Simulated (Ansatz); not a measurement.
Two shapes of singlet BeH₂.

Shape 1:

```xyz
3

H     0.0000    0.0000   -1.3391
Be    0.0000    0.0000    0.0000
H     0.0000    0.0000    1.3391
```

Shape 2:

```xyz
3

H     0.0000    0.0000   -1.2320
Be    0.0000    0.0000    0.0000
H     0.0000    0.0000    1.2320
```

Basis set: 6-31G* (spherical functions). All electrons are correlated. Charge 0, multiplicity 1.

Computed with Ansatz (development build ahead of 0.2.0); each method stands on the lowest determinant of its kind that the runs found.

Question: Which shape is lower in energy, and by how much in each method?

Answer:

```csv
method,E(2) − E(1) (eV)
RHF,0.196
RHF-MP2,0.189
```

Shape 1 is lower.
